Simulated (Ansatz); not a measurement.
C$_{3}$H$_{4}$F$_{2}$Si, SMILES `CC1=C(F)[SiH]1F`, relaxed with RKS PBE0-D4/def2-TZVP in Ansatz 0.2.0 from a PBE-D4/def2-SVP geometry. The force threshold is 0.005 eV/Å; the program also tests the step.

The species carries charge 0 and has multiplicity 1.

Start:

```xyz
10

C     1.411   -0.590    0.499
C     0.143    0.014    0.007
C    -0.278    0.857   -0.974
F     0.345    1.524   -1.946
Si   -1.673    0.280    0.007
F    -2.728   -0.862   -0.522
H     2.293   -0.215   -0.058
H     1.380   -1.695    0.396
H     1.558   -0.379    1.579
H    -2.452    1.068    1.010
```

**Question.** How much energy does the relaxation release, and in how many steps? (Estimate.)

**Answer.** Computed: 8.13 kJ/mol, in 5 steps.

**Question.** Which bonds change most? (Best estimate.)

**Answer.** Ansatz gave: Si5–F6 from 1.641 to 1.595 Å; C3–Si5 from 1.801 to 1.771 Å; C2–Si5 from 1.836 to 1.809 Å; C2–C3 from 1.360 to 1.341 Å.

**Question.** Give the relaxed structure. (Estimate.)

**Answer.** Ansatz gave: 
```xyz
10

C     1.398   -0.585    0.492
C     0.130    0.007    0.010
C    -0.284    0.841   -0.954
F     0.350    1.501   -1.911
Si   -1.659    0.269    0.004
F    -2.685   -0.837   -0.513
H     2.260   -0.210   -0.063
H     1.369   -1.673    0.392
H     1.544   -0.369    1.554
H    -2.423    1.057    0.990
```
